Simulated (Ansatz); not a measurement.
A made-up structure of B₄H₆, singlet:

B1  (-0.151, 1.706, -1.149)
B2  (0.311, 0.901, 0.186)
B3  (0.579, -0.692, 0.358)
B4  (-0.484, -1.855, 0.762)
H5  (-1.314, 1.883, -1.389)
H6  (0.249, -2.728, 0.910)
H7  (0.485, 1.556, 1.185)
H8  (1.719, -1.039, 0.161)
H9  (-0.688, -2.170, 1.900)
H10  (-1.095, -2.447, -0.083)
(Å)

It is relaxed with PBE-D4/def2-SVP and then PBE0-D4/def2-TZVP (Ansatz 0.2.0). Atoms count as bonded within 1.22 times the sum of their covalent radii (H–H: 0.88 Å). The end point is not checked to be a true minimum.

**Question.** Does its bonding change? (A judgement: the text doesn't fix the answer.)

**Answer.** The calculation gives: Yes. Formed: B1–B3, B3–H9, B4–H8; broken: none.

Where it ends: The first stage lowers the energy by 4.42 eV in 26 steps. It ends as B₄H₆ ([H]1[BH2]2[H][B]123[BH][BH]3):
| atom | x (Å) | y (Å) | z (Å) |
| --- | --- | --- | --- |
| B1 | 0.0530 | 1.1081 | -0.6897 |
| B2 | 0.2285 | 1.3043 | 0.7534 |
| B3 | -0.0183 | -0.2954 | 0.2553 |
| B4 | -0.1955 | -1.9681 | 0.5044 |
| H5 | -0.0983 | 0.8501 | -1.8329 |
| H6 | 0.7741 | -2.6579 | 0.4805 |
| H7 | 0.3585 | 1.3610 | 1.9266 |
| H8 | -0.2217 | -1.2241 | -0.6092 |
| H9 | 0.0169 | -0.9566 | 1.3565 |
| H10 | -1.2849 | -2.4074 | 0.6964 |

Labels in which every atom is bracketed show which atoms are joined, not bond orders.

For scale, one of the runs: PBE0-D4/def2-TZVP relaxation, 160 basis functions, launched by `ansatz run in.yaml --threads 2 --pin off --events-out ev --progress --plain --max-ram 4352MiB`. Hardware: 2 CPU threads of an Arm Neoverse V2, shared host. Wall time about 37 s.
